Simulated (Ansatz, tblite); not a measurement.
Isomers of GeTe4 (singlet), found by a short tight-binding search and relaxed with PBE-D4/def2-SVP in Ansatz.

In the def2 sets Te takes a core potential; there is no spin–orbit coupling. The xTB rows come from tblite. Correlated methods freeze 25 core orbitals; core or outer-core shells of Ge, Te are correlated, in sets that lack core-valence functions.

Other spin states were run for one of them alone.

A:

```xyz
5

Ge    0.848    1.366    0.700
Te   -1.426    1.842   -0.743
Te    0.391    0.056   -1.761
Te   -0.016   -2.321   -0.284
Te    0.203   -0.944    2.088
```

B:

Cartesian coordinates in Å:
```
Ge -0.3812 0.0569 1.5109
Te 0.9126 -2.1637 0.2848
Te -2.2717 0.2539 -0.6094
Te 1.3781 1.9068 0.2491
Te 0.3621 -0.0539 -1.4354
```

Question: Estimate which lies lowest at each level, and how far above it the others are (kJ/mol).

Answer: 
```csv
level,A,B
GFN1-xTB,0.0,43.7
GFN2-xTB,0.0,4.6
HF/def2-SVP,0.0,76.5
PBE-D4/def2-TZVP,0.0,48.8
r2SCAN-D4/def2-TZVP,0.0,54.9
PBE0-D4/def2-TZVP,0.0,52.1
BHLYP-D4/def2-TZVP,0.0,58.9
ωB97X-V/def2-TZVP,0.0,58.1
MP2/def2-SVP,0.0,58.2
CCSD/def2-SVP,0.0,64.8
CCSD(T)/def2-SVP,0.0,60.5
```
Point groups (tolerance 0.1 Å): A not assigned, B C3v. Lower isomers may exist.
